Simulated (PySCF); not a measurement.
Computed shifts of a molecule C₄H₈OSi, PySCF with KT2/pcSseg-1, GIAO, gas phase, atoms alike by connectivity averaged where their shifts nearly agree, in ppm (number of nuclei): ¹³C: 147.4 (1), 140.2 (1), 127.4 (1), 119.3 (1). ²⁹Si: -21.2 (1). ¹H: 6.86 (1), 6.57 (1), 5.90 (1), 5.68 (1), 5.61 (2), 5.51 (1), 0.65 (1). References: ¹³C against TMS (σ = 185.1 ppm); ²⁹Si against TMS (σ = 361.9 ppm); ¹⁷O against H2O (σ = 330.4 ppm); ¹H against TMS (σ = 31.47 ppm), references at their B3LYP-D3(BJ)/def2-TZVP geometries, non-relativistic. Coordinates come from a ωB97X-D3(BJ)/def2-SVP optimisation. Other conformers were not sampled.

Problem. Pick the molecule that these values belong to.
(A) C=C1C[SiH](O)C1
(B) C=C/C=C/[SiH2]O
(C) CC1=C([SiH3])CO1
(D) C#C[Si](C)(C)O

Solution. B, C=C/C=C/[SiH2]O
